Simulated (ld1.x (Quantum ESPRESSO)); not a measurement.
**An all-electron radial function and its pseudo partner (hydrogen)**

Columns: radius, all-electron u(r) and pseudo u(r) of the 1s shell (level -6.49 eV) of hydrogen in the configuration 1s1; PBE, scalar-relativistic, PAW scheme, ld1.x (Quantum ESPRESSO) 7.5.

```tsv
r (bohr)	all-electron	pseudo
0.078	0.1384	0.0889
0.155	0.2543	0.1750
0.232	0.3518	0.2577
0.310	0.4342	0.3367
0.388	0.5020	0.4094
0.465	0.5565	0.4740
0.542	0.6002	0.5306
0.620	0.6349	0.5794
0.698	0.6612	0.6194
0.775	0.6801	0.6504
0.852	0.6929	0.6732
0.930	0.7006	0.6887
1.008	0.7036	0.6974
1.085	0.7027	0.7000
1.162	0.6985	0.6978
1.240	0.6914	0.6916
1.318	0.6820	0.6823
1.395	0.6707	0.6709
1.472	0.6578	0.6579
1.550	0.6435	0.6435
1.628	0.6280	0.6280
1.705	0.6119	0.6119
1.782	0.5952	0.5952
1.860	0.5778	0.5778
1.938	0.5602	0.5602
2.015	0.5425	0.5425
```

Question: How many radial nodes do the two functions have?

Answer: The all-electron 1s function has n − l − 1 = 0; the pseudo-wave has 0.

Question: At about which radius was the pseudo-wave matched?

Answer: 1.55 bohr. The columns agree to 0.0005 from 1.24 bohr on; several derivatives are matched, so the curves merge somewhat inside the radius.

Question: Is the pseudo-wave norm-conserving?

Answer: No, it belongs to a PAW set: the norm inside the radius is not constrained, and the difference is carried by the augmentation charge.
